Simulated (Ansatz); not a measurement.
Ansatz (a quantum-chemistry and plane-wave program) input file for F4Te, SMILES F[Te](F)(F)F (connectivity only; charge and spin as stated), charge -1, multiplicity 2, B3LYP-D3(BJ)/def2-SVPD. 

Ansatz 0.2 input:
```yaml
crystal:
  periodic: [false, false, false]
  atoms:
    - {symbol: Te, position_ang: [0.00097048, 0.00683060, 0.40283552]}
    - {symbol: F, position_ang: [0.61054267, 0.84704433, -1.28338616]}
    - {symbol: F, position_ang: [1.77855529, -1.02397394, 0.12359246]}
    - {symbol: F, position_ang: [-0.84916764, -1.21829554, -1.26694654]}
    - {symbol: F, position_ang: [-1.54553749, 1.35575943, 0.09924608]}
basis:
  gaussian:
    orbitals: def2-SVPD
hamiltonian:
  xc: b3lyp
  dispersion: d3bj
total_charge: -1
magnetization: {spin_polarized: true, initial_magnetization: 1}
relax: {f_tol: 0.002, max_steps: 200}
```

It prints:

```
WARN ansatz: RAYON_NUM_THREADS=1 ignored (pool sized by the plan → 1); use --threads N
Functional definition: B3LYP
integrals: 0.11 GiB planned
1406 factors; integrals over basis functions are off by at most 1.6e-4 eV
mean field: 1.08 GiB planned
mean field evaluation 1: about -18154.3150 eV, gradient 2.8e1 eV
mean field evaluation 2: about -18140.5550 eV, gradient 6.8e1 eV
mean field evaluation 4: about -18157.6975 eV, gradient 4.7e0 eV
mean field evaluation 8: about -18157.8247 eV, gradient 9.2e-2 eV
mean field evaluation 16: about -18157.8247 eV, gradient 1.5e-4 eV
mean field -18157.82472023 eV, -667.2877506527 hartree, gradient 6.2e-5 eV, S^2 0.753936; 0 other end points of the search recorded, 0 dependent functions left out
the calculation of the forces begins
reference -18157.82500017 eV, -667.2877609403 hartree; 31, 30 occupied and 96, 97 virtual orbitals, 1406 factors
relax step   1: F+E_penalty+E_count = -18157.97262751 eV  Δ(F+E_penalty+E_count) = +0.000e0 eV  max|allowed force component| = 2.395e0 eV/Å  Δτ_max = 0.0000 Å  (33 SCF iters, accepted)
these checks for a lower state are left out or cut short: starts, cluster_reference, orbital_swaps, neighbouring_geometries, increment
integrals: 0.11 GiB planned
1406 factors; integrals over basis functions are off by at most 1.2e-4 eV
mean field: 1.08 GiB planned
mean field -18157.99246374 eV, -667.2939151131 hartree, gradient 1.2e-5 eV, S^2 0.752682; 0 other end points of the search recorded, 0 dependent functions left out
the calculation of the forces begins
reference -18157.99274996 eV, -667.2939256316 hartree; 31, 30 occupied and 96, 97 virtual orbitals, 1406 factors
relax step   2: F+E_penalty+E_count = -18158.13872019 eV  Δ(F+E_penalty+E_count) = -1.661e-1 eV  max|allowed force component| = 1.304e0 eV/Å  Δτ_max = 0.1949 Å  (42 SCF iters, accepted)
these checks for a lower state are left out or cut short: starts, cluster_reference, orbital_swaps, neighbouring_geometries, increment
integrals: 0.11 GiB planned
1406 factors; integrals over basis functions are off by at most 1.3e-4 eV
mean field: 1.08 GiB planned
mean field evaluation 32: about -18158.0934 eV, gradient 2.7e-3 eV
mean field -18158.09335265 eV, -667.2976227120 hartree, gradient 3.0e-5 eV, S^2 0.752711; 0 other end points of the search recorded, 0 dependent functions left out
the calculation of the forces begins
reference -18158.09363648 eV, -667.2976331428 hartree; 31, 30 occupied and 96, 97 virtual orbitals, 1406 factors
relax step   3: F+E_penalty+E_count = -18158.24059005 eV  Δ(F+E_penalty+E_count) = -1.019e-1 eV  max|allowed force component| = 3.045e-1 eV/Å  Δτ_max = 0.0910 Å  (36 SCF iters, accepted)
these checks for a lower state are left out or cut short: starts, cluster_reference, orbital_swaps, neighbouring_geometries, increment
integrals: 0.11 GiB planned
1406 factors; integrals over basis functions are off by at most 1.4e-4 eV
mean field: 1.08 GiB planned
mean field -18158.11527090 eV, -667.2984281930 hartree, gradient 1.7e-5 eV, S^2 0.752598; 0 other end points of the search recorded, 0 dependent functions left out
the calculation of the forces begins
reference -18158.11555368 eV, -667.2984385849 hartree; 31, 30 occupied and 96, 97 virtual orbitals, 1406 factors
relax step   4: F+E_penalty+E_count = -18158.26303117 eV  Δ(F+E_penalty+E_count) = -2.244e-2 eV  max|allowed force component| = 1.857e-1 eV/Å  Δτ_max = 0.0671 Å  (37 SCF iters, accepted)
these checks for a lower state are left out or cut short: starts, cluster_reference, orbital_swaps, neighbouring_geometries, increment
integrals: 0.11 GiB planned
1406 factors; integrals over basis functions are off by at most 1.4e-4 eV
mean field: 1.08 GiB planned
mean field -18158.12526852 eV, -667.2987955989 hartree, gradient 2.0e-5 eV, S^2 0.752541; 0 other end points of the search recorded, 0 dependent functions left out
the calculation of the forces begins
reference -18158.12555137 eV, -667.2988059933 hartree; 31, 30 occupied and 96, 97 virtual orbitals, 1406 factors
relax step   5: F+E_penalty+E_count = -18158.27310202 eV  Δ(F+E_penalty+E_count) = -1.007e-2 eV  max|allowed force component| = 3.671e-2 eV/Å  Δτ_max = 0.0448 Å  (37 SCF iters, accepted)
these checks for a lower state are left out or cut short: starts, cluster_reference, orbital_swaps, neighbouring_geometries, increment
integrals: 0.11 GiB planned
1406 factors; integrals over basis functions are off by at most 1.4e-4 eV
mean field: 1.08 GiB planned
mean field -18158.12534858 eV, -667.2987985407 hartree, gradient 2.4e-5 eV, S^2 0.752544; 0 other end points of the search recorded, 0 dependent functions left out
the calculation of the forces begins
reference -18158.12563138 eV, -667.2988089336 hartree; 31, 30 occupied and 96, 97 virtual orbitals, 1406 factors
relax step   6: F+E_penalty+E_count = -18158.27319487 eV  Δ(F+E_penalty+E_count) = -9.285e-5 eV  max|allowed force component| = 6.139e-3 eV/Å  Δτ_max = 0.0026 Å  (31 SCF iters, accepted)
these checks for a lower state are left out or cut short: starts, cluster_reference, orbital_swaps, neighbouring_geometries, increment
integrals: 0.11 GiB planned
1406 factors; integrals over basis functions are off by at most 1.4e-4 eV
mean field: 1.08 GiB planned
mean field -18158.12535404 eV, -667.2987987414 hartree, gradient 2.6e-5 eV, S^2 0.752544; 0 other end points of the search recorded, 0 dependent functions left out
the calculation of the forces begins
reference -18158.12563683 eV, -667.2988091339 hartree; 31, 30 occupied and 96, 97 virtual orbitals, 1406 factors
relax step   7: F+E_penalty+E_count = -18158.27320106 eV  Δ(F+E_penalty+E_count) = -6.194e-6 eV  max|allowed force component| = 1.383e-3 eV/Å  Δτ_max = 0.0009 Å  (26 SCF iters, accepted)
integrals: 0.11 GiB planned
1406 factors; integrals over basis functions are off by at most 1.4e-4 eV
mean field: 1.08 GiB planned
mean field evaluation 64: about -18158.0655 eV, gradient 7.8e-1 eV
mean field -18158.12535404 eV, -667.2987987414 hartree, gradient 2.6e-5 eV, S^2 0.752544; 1 other end points of the search recorded, 0 dependent functions left out
the calculation of the forces begins
reference -18158.12563683 eV, -667.2988091339 hartree; 31, 30 occupied and 96, 97 virtual orbitals, 1406 factors
Total energy: -18158.27348386 eV, -667.3042424119 hartree
Atom 0 at     0.037906     0.055372     0.285625 Å, force    -0.000174    -0.000254     0.001101 eV/Å
Atom 1 at     0.682636     0.940699    -1.418725 Å, force    -0.000019    -0.000143    -0.000199 eV/Å
Atom 2 at     1.701040    -1.145434     0.189214 Å, force    -0.001306     0.001057    -0.000477 eV/Å
Atom 3 at    -0.788194    -1.119076    -1.143570 Å, force     0.000117     0.000322     0.000038 eV/Å
Atom 4 at    -1.638024     1.235804     0.162798 Å, force     0.001383    -0.000983    -0.000464 eV/Å
Dipole moment:     0.043485     0.069311     0.750644 e Å
```

The calculation finished and met its thresholds.

Cost: about 80 core-seconds (a rough figure).
